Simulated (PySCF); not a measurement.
C2H5FOSi2, SMILES O=C1C[SiH2][Si@@H]1F.

Coordinates come from a B3LYP-D3(BJ)/def2-SVP optimisation. The structure was generated by enumeration; whether it is a known compound was not checked.

All values below come from B3LYP-D3(BJ)/def2-SVP (PySCF).

Frequencies are harmonic and unscaled.

```json
[
 {"mode": "1", "ν (cm⁻¹)": "64", "IR (km/mol)": "2.9", "Raman (Å⁴/amu)": "0.3", "depolarisation": "0.62", "moving atoms (share of kinetic energy)": "C 30 %, O 25 %, H 23 %, F 14 %, Si 9 %"},
 {"mode": "2", "ν (cm⁻¹)": "131", "IR (km/mol)": "7.1", "Raman (Å⁴/amu)": "1.1", "depolarisation": "0.74", "moving atoms (share of kinetic energy)": "F 46 %, Si 24 %, O 16 %, C 8 %"},
 {"mode": "3", "ν (cm⁻¹)": "162", "IR (km/mol)": "5.3", "Raman (Å⁴/amu)": "1.2", "depolarisation": "0.74", "moving atoms (share of kinetic energy)": "F 46 %, Si 25 %, H 19 %"},
 {"mode": "4", "ν (cm⁻¹)": "309", "IR (km/mol)": "0.4", "Raman (Å⁴/amu)": "6.7", "depolarisation": "0.62", "moving atoms (share of kinetic energy)": "O 43 %, Si 19 %, C 17 %, H 16 %"},
 {"mode": "5", "ν (cm⁻¹)": "360", "IR (km/mol)": "6.7", "Raman (Å⁴/amu)": "3.8", "depolarisation": "0.75", "moving atoms (share of kinetic energy)": "Si 43 %, H 33 %, O 12 %, C 11 %"},
 {"mode": "6", "ν (cm⁻¹)": "391", "IR (km/mol)": "5.9", "Raman (Å⁴/amu)": "16.5", "depolarisation": "0.32", "moving atoms (share of kinetic energy)": "Si 54 %, H 35 %"},
 {"mode": "7", "ν (cm⁻¹)": "458", "IR (km/mol)": "8.6", "Raman (Å⁴/amu)": "8.8", "depolarisation": "0.51", "moving atoms (share of kinetic energy)": "H 53 %, Si 37 %"},
 {"mode": "8", "ν (cm⁻¹)": "510", "IR (km/mol)": "7.2", "Raman (Å⁴/amu)": "3.2", "depolarisation": "0.44", "moving atoms (share of kinetic energy)": "C 43 %, H 30 %, Si 18 %, O 8 %"},
 {"mode": "9", "ν (cm⁻¹)": "549", "IR (km/mol)": "10.6", "Raman (Å⁴/amu)": "9.5", "depolarisation": "0.54", "moving atoms (share of kinetic energy)": "H 67 %, C 18 %"},
 {"mode": "10", "ν (cm⁻¹)": "596", "IR (km/mol)": "9.9", "Raman (Å⁴/amu)": "30.5", "depolarisation": "0.13", "moving atoms (share of kinetic energy)": "C 43 %, H 25 %, Si 21 %, O 10 %"},
 {"mode": "11", "ν (cm⁻¹)": "642", "IR (km/mol)": "76.1", "Raman (Å⁴/amu)": "5.8", "depolarisation": "0.37", "moving atoms (share of kinetic energy)": "H 79 %, Si 13 %"},
 {"mode": "12", "ν (cm⁻¹)": "689", "IR (km/mol)": "9.4", "Raman (Å⁴/amu)": "8.6", "depolarisation": "0.40", "moving atoms (share of kinetic energy)": "C 54 %, H 27 %, Si 12 %"},
 {"mode": "13", "ν (cm⁻¹)": "713", "IR (km/mol)": "82.4", "Raman (Å⁴/amu)": "4.1", "depolarisation": "0.65", "moving atoms (share of kinetic energy)": "H 78 %, Si 17 %"},
 {"mode": "14", "ν (cm⁻¹)": "773", "IR (km/mol)": "44.4", "Raman (Å⁴/amu)": "4.4", "depolarisation": "0.64", "moving atoms (share of kinetic energy)": "H 61 %, C 31 %"},
 {"mode": "15", "ν (cm⁻¹)": "817", "IR (km/mol)": "21.1", "Raman (Å⁴/amu)": "9.7", "depolarisation": "0.75", "moving atoms (share of kinetic energy)": "H 72 %, F 15 %, C 9 %"},
 {"mode": "16", "ν (cm⁻¹)": "883", "IR (km/mol)": "186.9", "Raman (Å⁴/amu)": "2.2", "depolarisation": "0.66", "moving atoms (share of kinetic energy)": "Si 42 %, F 42 %, H 13 %"},
 {"mode": "17", "ν (cm⁻¹)": "930", "IR (km/mol)": "72.6", "Raman (Å⁴/amu)": "10.2", "depolarisation": "0.74", "moving atoms (share of kinetic energy)": "H 90 %"},
 {"mode": "18", "ν (cm⁻¹)": "975", "IR (km/mol)": "42.0", "Raman (Å⁴/amu)": "4.1", "depolarisation": "0.74", "moving atoms (share of kinetic energy)": "H 53 %, C 43 %"},
 {"mode": "19", "ν (cm⁻¹)": "1048", "IR (km/mol)": "52.7", "Raman (Å⁴/amu)": "4.1", "depolarisation": "0.68", "moving atoms (share of kinetic energy)": "C 49 %, H 48 %"},
 {"mode": "20", "ν (cm⁻¹)": "1103", "IR (km/mol)": "2.4", "Raman (Å⁴/amu)": "2.1", "depolarisation": "0.65", "moving atoms (share of kinetic energy)": "H 64 %, C 32 %"},
 {"mode": "21", "ν (cm⁻¹)": "1368", "IR (km/mol)": "16.4", "Raman (Å⁴/amu)": "12.6", "depolarisation": "0.72", "moving atoms (share of kinetic energy)": "H 91 %, C 9 %"},
 {"mode": "22", "ν (cm⁻¹)": "1817", "IR (km/mol)": "202.7", "Raman (Å⁴/amu)": "26.8", "depolarisation": "0.69", "moving atoms (share of kinetic energy)": "C 60 %, O 39 %"},
 {"mode": "23", "ν (cm⁻¹)": "2225", "IR (km/mol)": "103.0", "Raman (Å⁴/amu)": "118.7", "depolarisation": "0.65", "moving atoms (share of kinetic energy)": "H 97 %"},
 {"mode": "24", "ν (cm⁻¹)": "2233", "IR (km/mol)": "108.0", "Raman (Å⁴/amu)": "287.3", "depolarisation": "0.08", "moving atoms (share of kinetic energy)": "H 97 %"},
 {"mode": "25", "ν (cm⁻¹)": "2247", "IR (km/mol)": "83.2", "Raman (Å⁴/amu)": "131.1", "depolarisation": "0.53", "moving atoms (share of kinetic energy)": "H 96 %"},
 {"mode": "26", "ν (cm⁻¹)": "3015", "IR (km/mol)": "0.3", "Raman (Å⁴/amu)": "107.1", "depolarisation": "0.13", "moving atoms (share of kinetic energy)": "H 94 %"},
 {"mode": "27", "ν (cm⁻¹)": "3119", "IR (km/mol)": "1.1", "Raman (Å⁴/amu)": "131.7", "depolarisation": "0.46", "moving atoms (share of kinetic energy)": "H 91 %, C 9 %"}
]
```
